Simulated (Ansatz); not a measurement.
```yaml
crystal:
  periodic: [false, false, false]
  atoms:
    - {symbol: Cl, position_ang: [-1.081828, -0.275716, 1.970299]}
    - {symbol: Nb, position_ang: [0.000018, 0.000010, 0.000002]}
    - {symbol: Cl, position_ang: [1.958937, -1.114280, 0.222423]}
    - {symbol: Cl, position_ang: [-1.443261, -0.718386, -1.590389]}
    - {symbol: Cl, position_ang: [0.566135, 2.108373, -0.602325]}
basis:
  gaussian: {orbitals: def2-SVPD}
total_charge: -1
magnetization: {spin_polarized: true, initial_magnetization: 1}
hamiltonian: {xc: {name: BHLYP}}
accuracy: high
output: {forces: true}
```

```sh
$ ansatz run in.yaml --threads 2 --pin off --events-out ev --progress --plain --max-ram 32768MiB --backend cpu
```

Task: How does Ansatz answer? (Estimate.)

Result: Ansatz gave: The program refused the input.
```
Error: a molecule whose nuclei and cores have a total charge of 81 cannot have a net charge of -1 together with 1 unpaired electrons
```
